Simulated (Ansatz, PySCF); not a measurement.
C$_{4}$H$_{14}$OSi$_{2}$, triplet, at the geometry of the source list (a higher spin typed on purpose: for a closed-shell molecule this is an excited state) (in this run its highest filled SCF level lies above zero, so its values depend strongly on the basis, on diffuse functions most of all). Base run: BHANDHLYP/STO-3G in PySCF.

Geometry (Å):
```xyz
21

C      2.1388     1.4622     0.1793
Si     1.5791    -0.2744     0.7093
C      2.2349    -1.5756    -0.5094
O     -0.0446    -0.3367     0.7410
Si    -1.6456    -0.0975     0.5954
C     -1.9735     1.6878     0.0341
C     -2.3523    -1.3239    -0.6714
H      1.8295     1.6875    -0.8396
H      1.7124     2.2253     0.8262
H      3.2212     1.5605     0.2225
H      1.9797    -0.5749     2.0893
H      1.8342    -2.5606    -0.2900
H      3.3161    -1.6404    -0.4511
H      1.9763    -1.3376    -1.5373
H     -2.1727    -0.3470     1.9427
H     -1.5706     1.8741    -0.9596
H     -3.0390     1.9040     0.0015
H     -1.5128     2.4023     0.7123
H     -2.0780    -2.3459    -0.4281
H     -1.9976    -1.1195    -1.6776
H     -3.4355    -1.2699    -0.6895
```
Charge 0, spin multiplicity 3.
Orbitals are unrestricted.
All else is at PySCF's defaults.

The same geometry, method and basis name were run in Ansatz (an electronic-structure program) and PySCF, at each program's defaults and at the settings that a row names. The base is PySCF at its defaults. Differences at the defaults can come from grids, fitting, cores and function types together. The rows with settings made alike still differ; the cause (another SCF solution, basis table, core potential or functional code) wasn't traced.

```json
[
 {"code and settings": "PySCF, defaults (exact integrals, its default grid, spherical functions)", "ΔE vs base (µEh)": "0.0", "basis functions": "57", "E (Eh)": "-805.10138", "SCF cycles": "23", "dipole (D)": "0.35"},
 {"code and settings": "Ansatz, defaults (factorised integrals, its default grid, spherical functions)", "ΔE vs base (µEh)": "-4335", "basis functions": "57", "E (Eh)": "-805.10571", "SCF cycles": "-", "dipole (D)": "-"},
 {"code and settings": "PySCF, density fitting with def2-universal-jkfit", "ΔE vs base (µEh)": "-2151", "basis functions": "57", "E (Eh)": "-805.10353", "SCF cycles": "23", "dipole (D)": "0.36"},
 {"code and settings": "PySCF, fine grid", "ΔE vs base (µEh)": "1.8", "basis functions": "57", "E (Eh)": "-805.10138", "SCF cycles": "23", "dipole (D)": "0.35"},
 {"code and settings": "Ansatz, high accuracy", "ΔE vs base (µEh)": "-4353", "basis functions": "57", "E (Eh)": "-805.10573", "SCF cycles": "-", "dipole (D)": "-"}
]
```

Open shells are given as the SCF converged; they aren't shown to be the lowest states, and a large step between rows can be another state.
